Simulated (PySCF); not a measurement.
Computed IR spectrum (relative IR intensity) of a molecule C₅H₆O₂. Geometry: PBE-D3(BJ)/def2-SVP. One conformer was computed; it need not be the lowest. All values below come from PBE-D3(BJ)/def2-SVP in PySCF. Harmonic, unscaled wavenumbers; measured fundamentals usually lie a few per cent lower.

```tsv
ν (cm⁻¹)	relative intensity
98	2.2
145	2.4
396	6.3
460	3.3
685	5.9
728	23
836	7.2
859	9.0
883	17
952	5.6
980	2.8
1137	33
1153	34
1269	10
1358	50
1370	16
1387	10.0
1415	8.5
1682	3.3
1712	100
2926	18
3028	11
3115	2.4
3138	5.5
3160	3.5
```

Q: Pick the molecule that these values belong to.
(A) CC1=C[C@@H](C=O)O1
(B) CC#CCC(=O)O
(C) C1=COC=COC1
(D) C#C[C@H](C)C(=O)O

A: C, C1=COC=COC1
